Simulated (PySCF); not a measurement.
A geometry optimisation on `ClC[Si@H](Cl)[GeH3]`.

Computed with PBE0-D3(BJ)/def2-SVP geometry optimisation, gas phase (PySCF 2.14.0). Start geometry: GFN2-xTB. A driver script takes a list of jobs; this job's settings line and coordinates (Å) are shown.

Command:
```bash
OMP_NUM_THREADS=1 python probes_run.py task.json out
```

Input:
```
{"job": {"xc": "PBE0", "basis": "def2-SVP", "d3": "d3bj", "grid": 1, "shake": 0.01, "kind": "geom"}, "charge": 0, "multiplicity": 1}
Cl    -0.561840    -2.151310     0.050860
C     -1.567390    -0.655700    -0.155350
Si    -0.465890     0.835820     0.314880
Cl    -0.920910     2.400210    -0.848470
Ge     1.729210     0.065510    -0.044150
H     -2.442210    -0.755450     0.477160
H     -1.876750    -0.627750    -1.191070
H     -0.741580     1.194100     1.705290
H      2.225250    -0.832600     1.061000
H      2.746670     1.171790    -0.077130
H      1.913550    -0.670450    -1.308690
```

Output:
```
step   0  E = -3327.25560556  max force = 0.030918
step   1  E = -3327.26404367  max force = 0.006682
step   2  E = -3327.26497448  max force = 0.003827
step   3  E = -3327.26569627  max force = 0.001826
step   4  E = -3327.26614965  max force = 0.003733
step   5  E = -3327.26675006  max force = 0.005067
step   6  E = -3327.26704151  max force = 0.003422
step   7  E = -3327.26724276  max force = 0.000888
step   8  E = -3327.26726736  max force = 0.000723
step   9  E = -3327.26728570  max force = 0.000244
step  10  E = -3327.26728978  max force = 0.000295
optimisation converged
```

Energies in Eh; «max force» is the largest Cartesian gradient component in Eh/bohr.

How much energy does the optimisation release, in kcal/mol?

E(step 0) − E(last step) = 0.011684 Eh, which is 7.3 kcal/mol.

Summary of the converged run: final energy -3327.26729 Eh after 10 steps; dipole 0.47 D.

Where do the atoms end?

0.364 Å rms from the input after alignment:
```
atom  x, y, z in Å
Cl1   -1.1396   -2.1307    0.6586
C2    -1.6075   -0.6199   -0.1870
Si3   -0.3909    0.7073    0.3845
Cl4   -0.8051    2.4432   -0.6890
Ge5    1.8367    0.0416   -0.1079
H6    -2.6490   -0.3836    0.0740
H7    -1.5471   -0.7956   -1.2704
H8    -0.6251    0.9902    1.8286
H9     2.3294   -1.0543    0.8493
H10    2.7656    1.2637   -0.0032
H11    1.8699   -0.4867   -1.5537
```

On one thread of an Arm Neoverse V1, shared host with 32 logical CPUs at a one-minute load of 27, this took 1.7 min of wall time and 0.52 GiB of memory at its peak.
Labels such as C1 count atoms from 1, the log's own numbers from 0.
